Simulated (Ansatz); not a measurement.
Stepwise reaction of `BrBBr` with hydrogen fluoride, as a gas-phase model of exchange steps in deposition or etching. ΔE in kJ/mol; ΔG adds harmonic PBE0-D4 terms to CCSD(T)/CBS, at 1 bar.

Computed with Ansatz on PBE0-D4/def2-TZVP structures; ΔE is electronic, products minus reactants. CBS: MP2 limit from def2 TZ/QZ plus the TZ coupled-cluster correction, frozen cores. This one scheme is used for every species. DFT in def2-TZVPP. B3LYP here is the variant with VWN-RPA as its local correlation; programs differ in this. For Br outer-core shells are correlated without core-valence functions, which leaves a few kJ/mol of doubt a bond. Scalar relativity is left out up to krypton.

```tsv
step	reaction	PBE-D4	B3LYP-D4	ωB97M-V	CCSD(T)/CBS	ΔG(600 K)
2	`FBBr` + H–F → `FBF` + HBr	-71.6	-82.2	-81.0	-72.7	-73.6
```

Q: Give the row of step 1, `BrBBr` + H–F → `FBBr` + HBr. (An estimate is asked.)

A: Computed: 
```tsv
step	reaction	PBE-D4	B3LYP-D4	ωB97M-V	CCSD(T)/CBS	ΔG(600 K)
1	`BrBBr` + H–F → `FBBr` + HBr	-59.7	-70.0	-69.5	-56.5	-65.0
```

Q: By hand: ΔE of the 2 steps together at CCSD(T)/CBS.

A: (-56.5) + (-72.7) = -129.2 kJ/mol, or -64.6 kJ/mol a step.

In ΔE each step is lower than the one before. All are downhill at CCSD(T)/CBS. ΔG lies between -73.6 and -65.0 kJ/mol a step. PBE-D4 differs from CCSD(T)/CBS by -3.2 to 1.1 kJ/mol a step. Isolated molecules leave out the surface, adducts and barriers. Largest T1 diagnostic: 0.013.
